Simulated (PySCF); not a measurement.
## Simulated characterisation data

One computed conformer, equivalent nuclei averaged, gas phase, relativity neglected. PBE0/pcSseg-1 with gauge-including orbitals; GFN2-xTB structure; PySCF 2.14.

Scale: TMS for ¹H (31.72 ppm) and ¹³C (186.93 ppm) (reference shieldings calculated alike). Splittings of carbon signals by F and P are missing where no couplings were computed. Where no couplings were computed, multiplicities follow the n + 1 count of equivalent neighbours, and m marks all less simple cases (inequivalent or close neighbours, rings, F or P nearby). Shifts are as computed. Against solution values, carbons near 30 ppm lie about +3 ppm off and those near 130 ppm about +5 ppm. Of 1211 compounds with measured shifts, 218 miss one by over three times the rms of a fit or turn the order of signals round; such compounds aren't used in these exercises.

Compound 1 (C7H6F4). ¹H NMR (400 MHz, computed): δ 2.62 (m, 2H), 2.12 (m, 2H), 2.04 (m, 2H). ¹³C{¹H} NMR (computed): δ 134.8 (C), 95.9 (C), 52.3 (C), 42.2 (CH2), 20.3 (CH). Structure: SMILES FC(F)(F)[C@]12[C@@H]3C[C@@]1(F)C[C@@H]32.

Compound 2 (C2H11O2PSi2). ¹H NMR (400 MHz, computed): δ 6.00 (m, 1H), 5.46 (m, 1H), 4.91 (q, 1H), 3.79 (s, 3H), 1.11 (m, 2H), 0.15 (d, 3H). ¹³C{¹H} NMR (computed): δ 50.8 (CH3), 1.3 (CH3). Structure: `CO[Si@H](C)O[SiH2]P`.
